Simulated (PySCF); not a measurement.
# Be⁺: excitation energy

Be⁺ [He] 2s1 (2S) → Be⁺ [He] 2p1 (2P), as a difference of total energies. Computed with PySCF 2.14 in ANO-RCC-VTZP, with scalar relativity by spin-free X2C-1e. Correlated levels: valence and next inner shell: nothing frozen. The calculations carry no spin-orbit coupling.

```tsv
method	excitation energy (eV)	error (eV)
UHF	4.075	+0.116
MP2 (valence and next inner shell)	4.062	+0.103
SCS-MP2 (valence and next inner shell)	4.067	+0.108
CCSD (valence and next inner shell)	4.061	+0.102
CCSD(T) (valence and next inner shell)	4.061	+0.102
CCSDT (valence and next inner shell)	4.061	+0.102
```

Reference: 3.959 eV (measured; NIST levels, between the centres of gravity of the two terms).

Errors of the correlated levels include the incompleteness of this basis.

The basis was made for the ground configuration and has no added diffuse functions, so the excitation energy can come out too high.
